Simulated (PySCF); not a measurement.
A GIAO shielding run with PySCF 2.14 (density fitting, non-relativistic, gas phase) on SMILES C[Si](C)(C)C, C₄H₁₂Si:

```
$ OMP_NUM_THREADS=1 python probes_run.py task.json out

{"job": {"kind": "nmr", "xc": "HF", "basis": "6-31++G**", "pop": false}, "charge": 0, "multiplicity": 1}
C     -0.406572    -1.213421    -1.419378
Si    -0.001168    -0.000673    -0.001754
C      0.008130     1.785545    -0.675355
C     -1.319794    -0.154927     1.370252
C      1.716091    -0.415535     0.721562
H     -1.379676    -1.003559    -1.853159
H     -0.418731    -2.241638    -1.070248
H      0.327027    -1.147965    -2.217335
H      0.242457     2.501867     0.106393
H     -0.958122     2.057909    -1.089187
H      0.746490     1.907664    -1.462097
H     -2.312057     0.075313     0.994143
H     -1.350945    -1.160472     1.779082
H     -1.116988     0.525824     2.191677
H      1.746276    -1.426357     1.117085
H      2.493128    -0.336762    -0.032799
H      1.977455     0.259220     1.531210
```

Hardware: 1 thread of an Intel Xeon, shared host.

**Question.** How large is the calculation?

**Answer.** 50 electrons, 166 basis functions and 712 auxiliary functions.

**Question.** How long does it take, and how much memory does it need?

**Answer.** 8.1 s of wall time, with 8 SCF cycles and 6 response iterations; peak memory 0.88 GiB. Times on a shared host scatter by some tens of per cent.

**Question.** And these other runs on the same molecule and hardware: GIAO shielding at HCTH407/6-311G**; GIAO shielding at HSE06/6-311G**; GIAO shielding at LC-wPBE/6-311G**; GIAO shielding at LDA/6-31++G**; GIAO shielding at OLYP/6-311G**; GIAO shielding at PBE/6-31++G**?

**Answer.** HCTH407/6-311G**: 170 functions, 22 s; HSE06/6-311G**: 170 functions, 32 s; LC-wPBE/6-311G**: 170 functions, 26 s; LDA/6-31++G**: 166 functions, 20 s; OLYP/6-311G**: 170 functions, 23 s; PBE/6-31++G**: 166 functions, 20 s.
